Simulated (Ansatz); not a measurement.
Frontier orbitals of CH7GaN2, SMILES `[CH3][Ga]([NH2])[NH2]`.

Z-matrix (Å, degrees):
```
C
Ga 1 1.957
H 1 1.091 2 111.3
H 1 1.092 2 110.5 3 -120.1
H 1 1.092 2 110.7 3 120.7
N 2 1.823 1 122.0 3 -167.7
N 2 1.822 1 122.2 3 12.3
H 6 1.005 2 123.8 1 -171.7
H 6 1.005 2 122.8 1 -9.5
H 7 1.005 2 122.9 1 -8.9
H 7 1.005 2 124.1 1 -173.6
```

The species carries charge 0 and has multiplicity 1. Correlated methods include outer-core shells of Ga, which these sets cover unevenly. Scalar relativity is left out up to krypton. The geometry is a stationary point of PBE0-D4/def2-TZVP. It is one conformer, not always the lowest. Basis def2-TZVPP, Ansatz.

| functional | HOMO (eV) | LUMO (eV) | gap (eV) |
| --- | --- | --- | --- |
| LDA (SPW92) | -5.36 | -0.52 | 4.84 |
| PBE | -5.17 | -0.38 | 4.79 |
| BLYP | -5.05 | -0.41 | 4.64 |
| B97M-V | -5.51 | -0.29 | 5.22 |
| PBE0 | -6.57 | 0.44 | 7.01 |
| B3LYP | -6.33 | 0.09 | 6.42 |
| r2SCANh | -5.99 | 0.43 | 6.42 |
| CAM-B3LYP | -8.02 | 1.23 | 9.25 |
| ωB97X-V | -9.05 | 2.31 | 11.36 |
| ωB97M-V | -8.96 | 1.92 | 10.88 |

Against PBE, PBE0 changes HOMO and LUMO by −1.40 and +0.83 eV, ωB97M-V by −3.78 and +2.30 eV. A gap of 4.79 eV thus becomes 10.87 eV for the same molecule, so an orbital gap means little without its functional. A positive LUMO is unbound and depends on the basis.

B3LYP here is the variant with VWN-RPA as its local correlation; programs differ in this.
